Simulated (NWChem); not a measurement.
# CH₆SSi; SMILES C[SiH2]S

```xyz
9

Si     0.6073     0.4976     0.0073
C     -0.7236     1.8173    -0.0404
S     -0.2033    -1.4991    -0.0538
H      1.4740     0.5642    -1.2053
H      1.4574     0.6753     1.2246
H     -1.3634     1.7651     0.8540
H     -0.2689     2.8204    -0.0751
H     -1.3620     1.6911    -0.9276
H     -0.8460    -1.4014     1.1312
```
Atoms are numbered in this order, from 1.

Computed with NWChem. Pople sets run with spherical d functions. All runs use the structure optimised with PBE0/def2-SVP. B3LYP is NWChem's, with the RPA form of VWN correlation. Total energies compare along this basis series because the functional is fixed.

| level | basis functions | energy (Ha) | highest occupied level (eV) | orbital gap (eV) | dipole (D) |
|---|---|---|---|---|---|
| B3LYP/STO-3G | 29 | -721.1901 | -3.24 | 8.91 | 1.19 |
| B3LYP/3-21G | 47 | -725.7173 | -7.00 | 7.48 | 2.50 |
| B3LYP/6-31G* | 62 | -729.4279 | -6.93 | 7.44 | 2.07 |
| B3LYP/6-31+G* | 74 | -729.4320 | -7.06 | 6.64 | 1.98 |
| B3LYP/6-311G** | 106 | -729.5039 | -7.10 | 7.19 | 2.00 |
| B3LYP/6-311++G** | 124 | -729.5054 | -7.10 | 6.57 | 1.88 |
